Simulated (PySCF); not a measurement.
**Lithium: a sound run and one with changed settings**

Sound run: Li⁺ 1s2, Li²⁺ 1s1. Computed with PySCF 2.14 in pcseg-2 (4s2p1d, 15 functions), with the non-relativistic Hamiltonian (point nucleus). The sound run starts from symmetry-adapted Hartree-Fock orbitals and uses a fine grid where one is needed.

Changed run: radial step 0.3 in ln r (0.13 in the sound run). This setting is unsound on purpose.

```tsv
species	method	sound run (hartree)	changed run (hartree)	converged
Li⁺	UHF	-7.23461	-7.23461	yes
Li⁺	BP86	-7.27596	-7.27594	yes
Li⁺	M06-L	-7.29891	-7.29893	yes
Li²⁺	UHF	-4.48157	-4.48157	yes
Li²⁺	BP86	-4.47409	-4.47409	yes
Li²⁺	M06-L	-4.49292	-4.49288	yes
```

Ionisation energy of Li⁺:

```tsv
method	sound run (eV)	changed run (eV)
UHF	74.914	74.914
BP86	76.243	76.242
M06-L	76.355	76.357
```

A coarse radial grid mis-integrates the density and the exchange-correlation energy, with errors of either sign; Hartree-Fock needs no grid.

For comparison, NIST gives 75.640 eV between the lowest levels.
